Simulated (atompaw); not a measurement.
**fluorine: PAW (atompaw) pseudisation with PBE, non-relativistic reference atom.**

The input file (atompaw 4.2.0.5):

```
F 9
GGA-PBE loggrid 1500 logderivrange -7 5 301
2 2 0 0 0 0
2 1 3
0 0 0
c
v
v
1
1.35 1.15 1.10 1.15
y
-1.85
n
y
-1.75
n
custom rrkj vanderbiltortho sinc
bessel
1.35
0.80
1.35
1.35
PWSCFOUT
UPFDX 0.0125d0 UPFXMIN -7.d0 UPFZMESH 9.d0
END
```

Command:

```bash
atompaw < F.input > F.log
```

The program printed (summary file):

```
Completed calculations for F (AE)

 Exchange-correlation type: GGA, Perdew-Burke-Ernzerhof

 Radial integration grid is logarithmic
 r0 =   8.4897475E-04 h =   7.6407728E-03   n =      1500 rmax =   8.0000000E+01

 Non-relativistic calculation

 AEatom converged in  18 iterations
   nz     =   9.00
   delta  =       8.601725147768E-17

 All Electron Orbital energies:
  n  l      occupancy      energy
  1  0      2.0000000E+00 -5.2149018E+01
  2  0      2.0000000E+00 -4.9900034E+00
  2  1      3.0000000E+00 -3.6021005E+00

 Total energy
   Total                    :     -195.05348052131654

 ---
 Completed calculations for F (SC)

 Exchange-correlation type: GGA, Perdew-Burke-Ernzerhof

 Radial integration grid is logarithmic
 r0 =   8.4897475E-04 h =   7.6407728E-03   n =      1500 rmax =   8.0000000E+01

 Non-relativistic calculation

 SCatom converged in   1 iterations
   nz     =   9.00
   delta  =       1.456077207549E-19

 Valence Electron Orbital energies:
  n  l      occupancy      energy
   2  0      2.0000000E+00 -4.9900034E+00
   2  1      3.0000000E+00 -3.6021005E+00

 Total energy
   Total                    :     -195.05348052150902
   Valence                  :      -54.78579714755972

 PAW parameters:
       lmax =            1
         rc =    1.3515291219388417
        irc =          966
   rc_shape =    1.1510459742267116
    rc_vloc =    1.0994299674367758
    rc_core =    1.1510459742267116
   Vloc: truncated form - Vps(r)=A.sin(qr)/r for r<rc
   Projector type: RRKJ pseudization + Vanderbilt ortho.
   Sinc^2 compensation charge shape zeroed at   1.1510E+00

 Number of basis functions     4
 No.   n  nodes  l      Energy         Cp coeff         Occ
  1    2    1    0   -0.4990003E+01  0.1526904E+01  0.2000000E+01
  2  999    2    0   -0.1850000E+01  0.3231181E+01  0.0000000E+00
  3    2    0    1   -0.3602101E+01 -0.4249965E+01  0.3000000E+01
  4  999    1    1   -0.1750000E+01 -0.6676103E-01  0.0000000E+00

 Eigenvalues of overlap operator (in the basis of projectors):
    1        7.54850652E-02
    2        1.66279433E-01
    3        2.45630408E+01
    4        9.45027764E+01

 Orbital leakage outside PAW augmentation regions
   orb  is_core?  %out_of_sphere
   1 0    T           0.00
   2 0    F          13.43
   2 1    F          14.83

 Summary of PAW energies
   Total valence energy     :    -54.78675283414012
   Smooth energy            :     34.54114692613025
   One center               :    -89.32789976027037
   Smooth kinetic           :     17.10777731099123
   Vloc energy              :      5.83336843560433
   Smooth exch-corr         :     -5.41980028356155
   One-center xc            :    -12.72797869355047
```

The run took about 0.3 s on one core of a shared server CPU.
